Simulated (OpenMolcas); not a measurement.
Computed levels of 4d7 in ions with 43 electrons, in cm-1 above 4F 9/2.

```json
{"Program": "OpenMolcas 26.06", "Method": "SS-CASPT2, IPEA 0.25 Eh, imaginary shift 0.1 Eh", "Basis": "ANO-RCC-VTZP", "Scalar Hamiltonian": "DKH2, point nucleus", "Spin-orbit coupling": "RASSI with atomic mean-field integrals over the reference wave functions, term energies averaged over their components"}
```

Active space for each ion: 7 electrons in 5 orbitals (4d); closed shells correlated by CASPT2: 4s 4p.

```json
{"Level": "4F 7/2", "Ru+": "1545", "Rh2+": "2090", "Ag4+": "3500"}
{"Level": "4F 5/2", "Ru+": "2550", "Rh2+": "3420", "Ag4+": "5580"}
{"Level": "4F 3/2", "Ru+": "3200", "Rh2+": "4270", "Ag4+": "6860"}
{"Level": "4P 5/2", "Ru+": "9630", "Rh2+": "11800", "Ag4+": "15510"}
{"Level": "4P 3/2", "Ru+": "9850", "Rh2+": "11980", "Ag4+": "15310"}
{"Level": "4P 1/2", "Ru+": "10760", "Rh2+": "13280", "Ag4+": "17810"}
{"Level": "2G 9/2", "Ru+": "11260", "Rh2+": "13610", "Ag4+": "17450"}
{"Level": "2G 7/2", "Ru+": "12780", "Rh2+": "15680", "Ag4+": "20870"}
{"Level": "2H 11/2", "Ru+": "15040", "Rh2+": "18070", "Ag4+": "23310"}
```

**Question.** Estimate 4F 3/2, 4P 5/2, 4P 3/2 for Pd3+ from its neighbours Rh2+ and Ag4+.

**Answer.** 4F 3/2 is fine structure, which grows about as the fourth power of a screened charge, so the fourth roots are averaged: ((4270^0.25 + 6860^0.25) / 2)^4 = 5450. The calculation gives 5550, so the estimate is off by -1.8 %.
4P 5/2 is another term, which grows about linearly with the charge: (11800 + 15510) / 2 = 13655. The calculation gives 13570, so the estimate is off by +0.6 %.
4P 3/2 is another term, which grows about linearly with the charge: (11980 + 15310) / 2 = 13645. The calculation gives 13560, so the estimate is off by +0.6 %.

Mixed levels, with the weight of the term that names them: Ag4+ 4P 3/2 (73 %).

CASPT2 breaks the degeneracy within a term, and the mean is taken; among the terms shown or strongly mixed into the levels shown the widest spread is 850 cm-1 (4d7 2H, Pd3+). The CASPT2 spread within a term exceeds the gap to the next term for 4d7 2P and 4d7 2H, so the order of their levels is uncertain. Configurations with an s electron lie low at this charge and mix in, so terms can be misplaced (holds for Ru+). Some terms miss by over 15 % even with CASPT2, which points to a basis or an active space too small for the shells correlated (holds for Ru+). Levels of configurations with an s electron are missing; early in the row they begin among the upper levels of the d shell and mix with terms of their name (holds for Rh2+). Levels of configurations outside the active space are missing.
